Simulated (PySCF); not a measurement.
## SMILES C[C@H]1[SiH2][C@@H]1N(C)C, C$_{5}$H$_{13}$NSi

Molfile (atoms numbered from 1):
```
C5H13NSi
     RDKit          3D

 20 20  0  0  0  0  0  0  0  0999 V2000
    2.5003   -0.1440    0.6578 C   0  0  0  0  0  0  0  0  0  0  0  0
    1.3646    0.4712   -0.1236 C   0  0  1  0  0  0  0  0  0  0  0  0
    0.9556   -0.0032   -1.9048 Si  0  0  0  0  0  4  0  0  0  0  0  0
    0.0779   -0.3499   -0.2676 C   0  0  2  0  0  0  0  0  0  0  0  0
   -1.1459    0.3449    0.0192 N   0  0  0  0  0  0  0  0  0  0  0  0
   -1.3402    0.5148    1.4454 C   0  0  0  0  0  0  0  0  0  0  0  0
   -2.2835   -0.3006   -0.5973 C   0  0  0  0  0  0  0  0  0  0  0  0
    2.2777   -0.1444    1.7262 H   0  0  0  0  0  0  0  0  0  0  0  0
    2.6660   -1.1739    0.3480 H   0  0  0  0  0  0  0  0  0  0  0  0
    3.4238    0.4120    0.5035 H   0  0  0  0  0  0  0  0  0  0  0  0
    1.1770    1.5027    0.1568 H   0  0  0  0  0  0  0  0  0  0  0  0
    0.3970    1.0080   -2.7785 H   0  0  0  0  0  0  0  0  0  0  0  0
    1.7036   -1.0926   -2.5091 H   0  0  0  0  0  0  0  0  0  0  0  0
    0.1361   -1.3573    0.1652 H   0  0  0  0  0  0  0  0  0  0  0  0
   -1.4592   -0.4463    1.9722 H   0  0  0  0  0  0  0  0  0  0  0  0
   -2.2294    1.1208    1.6191 H   0  0  0  0  0  0  0  0  0  0  0  0
   -0.4790    1.0333    1.8624 H   0  0  0  0  0  0  0  0  0  0  0  0
   -2.4545   -1.3207   -0.2152 H   0  0  0  0  0  0  0  0  0  0  0  0
   -2.1157   -0.3583   -1.6726 H   0  0  0  0  0  0  0  0  0  0  0  0
   -3.1774    0.2941   -0.4101 H   0  0  0  0  0  0  0  0  0  0  0  0
  1  2  1  0
  2  3  1  0
  3  4  1  0
  4  5  1  0
  5  6  1  0
  5  7  1  0
  4  2  1  0
  1  8  1  0
  1  9  1  0
  1 10  1  0
  2 11  1  6
  3 12  1  0
  3 13  1  0
  4 14  1  1
  6 15  1  0
  6 16  1  0
  6 17  1  0
  7 18  1  0
  7 19  1  0
  7 20  1  0
M  END
```

Method used: TDDFT PBE0/def2-SVPD circular dichroism and optical rotation, one conformer, gas phase (PySCF). Geometry: GFN2-xTB.

The molecule is flexible and this is one conformer; a measurement averages over conformers. States above about 6.0 eV (minus the energy of the highest occupied orbital) lie near or above the ionisation threshold and depend on the basis.

**Question.** Draw the ECD and absorption spectra from the lowest 12 states, each a Gaussian of half-width 0.3 eV at 1/e height.

**Answer.** 
| E (eV) | λ (nm) | Δε (L mol⁻¹ cm⁻¹) | ε (L mol⁻¹ cm⁻¹) |
| --- | --- | --- | --- |
| 4.69 | 264 | +0.83 | 255 |
| 4.84 | 256 | +3.42 | 1050 |
| 4.99 | 248 | +8.55 | 2630 |
| 5.14 | 241 | +13.01 | 3990 |
| 5.29 | 234 | +12.24 | 3700 |
| 5.44 | 228 | +7.90 | 2170 |
| 5.59 | 222 | +5.34 | 1080 |
| 5.74 | 216 | +5.29 | 1240 |
| 5.89 | 210 | +4.33 | 2870 |
| 6.04 | 205 | -1.81 | 5840 |
| 6.19 | 200 | -16.09 | 8520 |
| 6.34 | 196 | -31.27 | 8840 |
| 6.49 | 191 | -32.90 | 7030 |
| 6.64 | 187 | -23.62 | 5430 |
| 6.79 | 183 | -22.12 | 5360 |

Δε uses R in velocity form, ε uses f in length form. Only the states computed contribute, so the short-wavelength end is incomplete.

The sign of the CD band at 203 nm isn't settled: the length form gives the opposite one.
